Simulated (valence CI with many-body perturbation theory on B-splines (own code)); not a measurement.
## Hyperfine factors and g values of Tl41+

Computed by relativistic CI+MBPT: four valence electrons over a frozen Dirac-Fock core [Kr], radial functions for each j: 9 s, 9 p, 10 d, 8 f, 5 g, 3 h, 1 i, with the one-electron correlation potential Σ1 (screened to all orders), the two-electron term Σ2, the three-electron term Σ3, Breit, model QED; selected single and double excitations, second order for the rest (own B-spline code, finite nucleus).

No measured spectrum was set against this ion. As an estimate, large intervals hold to a few tenths of a per cent, small ones and those within an open d or f shell to about a per cent. Only levels of the ground parity were solved; by the run's estimate the other parity begins above the list, which can be wrong where configurations are misplaced.

A/g_I is the dipole constant over the nuclear g factor μ/I (μ in nuclear magnetons, uniformly magnetised nucleus), B/Q the quadrupole constant per barn. Both hold the static response of the core; the bare values leave it out. Large factors of s and p1/2 electrons are usually good to 5 to 10 %; those of open d and f shells near neutrality can be off by tens of per cent, and small factors of p3/2, d and f electrons come from cancelling terms and can be off by a factor of two or in sign, in half-filled shells by more. B is blank for J = 1/2, where it vanishes, and for nearly pure S terms. Energies count from the lowest level. Levels with J = 0 are left out.

Levels are named by their leading jj configuration (3d3/2^4 stands for four electrons in 3d with j = 3/2), which in mixed levels can hold well under half, so a name can repeat and another be missing. Letters in brackets count levels of one name in rising energy.

| Level | E (cm⁻¹) | g | A/g_I (MHz) | A/g_I bare | B/Q (MHz/b) | B/Q bare |
| --- | --- | --- | --- | --- | --- | --- |
| (4d3/2^3 4d5/2) J=1 | 205570 | 1.496 | -3720 | -2350 | 7190 | 6910 |
| (4d3/2^3 4d5/2) J=4 | 251120 | 1.066 | 23000 | 22900 | 1620 | 1370 |
| (4d3/2^3 4d5/2) J=2 | 258060 | 1.209 | 15000 | 15400 | 22200 | 21500 |
| (4d3/2^3 4d5/2) J=3 | 269850 | 1.122 | 20500 | 20600 | 17600 | 16900 |
| (4d3/2^2 4d5/2^2) J=2 [a] | 445320 | 1.280 | 5560 | 6210 | 13600 | 13100 |
| (4d3/2^2 4d5/2^2) J=4 [a] | 455490 | 1.147 | 18200 | 18400 | -9710 | -9500 |
| (4d3/2^2 4d5/2^2) J=3 [a] | 459860 | 1.179 | 14600 | 14800 | 3280 | 3150 |
| (4d3/2^2 4d5/2^2) J=5 | 476710 | 1.084 | 20800 | 20800 | 19600 | 18800 |
| (4d3/2^2 4d5/2^2) J=6 | 489660 | 1.073 | 22200 | 22100 | 24600 | 23700 |
| (4d3/2^2 4d5/2^2) J=1 | 490500 | 1.075 | 24600 | 24600 | 3340 | 3190 |
| (4d3/2^2 4d5/2^2) J=3 [b] | 503170 | 1.069 | 23800 | 23700 | 5050 | 4870 |
| (4d3/2^2 4d5/2^2) J=4 [b] | 506630 | 1.033 | 23900 | 23700 | -5890 | -5610 |
| (4d3/2^2 4d5/2^2) J=2 [b] | 511020 | 1.078 | 21700 | 21600 | 10300 | 9910 |
| (4d3/2^2 4d5/2^2) J=2 [c] | 555180 | 0.981 | 29100 | 28700 | -3750 | -3670 |
| (4d3/2^2 4d5/2^2) J=4 [c] | 571470 | 1.186 | 15900 | 16200 | 37600 | 36300 |
| (4d3/2^2 4d5/2^2) J=2 [d] | 613590 | 1.120 | 21000 | 21100 | -12400 | -11900 |
| (4d3/2 4d5/2^3) J=4 [a] | 694690 | 1.167 | 14900 | 15100 | -21600 | -20900 |
| (4d3/2 4d5/2^3) J=3 [a] | 698130 | 1.202 | 11200 | 11500 | 2850 | 2820 |
| (4d3/2 4d5/2^3) J=1 [a] | 715600 | 1.002 | 20600 | 20200 | 9380 | 9000 |
| (4d3/2 4d5/2^3) J=5 | 721750 | 1.140 | 17900 | 18000 | -14000 | -13600 |
| (4d3/2 4d5/2^3) J=6 | 725950 | 1.084 | 20600 | 20500 | 28400 | 27600 |
| (4d3/2 4d5/2^3) J=2 [a] | 748630 | 1.064 | 23300 | 23200 | 18400 | 17600 |
| (4d3/2 4d5/2^3) J=3 [b] | 756040 | 1.089 | 20500 | 20500 | 5120 | 5060 |
| (4d3/2 4d5/2^3) J=1 [b] | 804990 | 1.409 | 3620 | 4690 | -15400 | -14800 |
| (4d3/2 4d5/2^3) J=3 [c] | 805980 | 1.059 | 22500 | 22400 | 30500 | 29400 |
| (4d3/2 4d5/2^3) J=4 [b] | 810940 | 1.050 | 22800 | 22600 | 28100 | 27300 |
| (4d3/2 4d5/2^3) J=2 [b] | 822040 | 1.118 | 19500 | 19600 | -39300 | -37900 |
| (4d5/2^4) J=4 | 967500 | 1.165 | 14800 | 15000 | -26000 | -25000 |
| (4d5/2^4) J=2 | 1001400 | 1.110 | 15600 | 15700 | 18500 | 17800 |

Take the isotope of mass number 205, with I = 1/2, μ = 1.632 μN. What is the hyperfine structure of (4d3/2^3 4d5/2) J=2?

From the table A = 48900 MHz. Shifts from the centre of gravity in MHz: F = 3/2: -73400, F = 5/2: 48900.
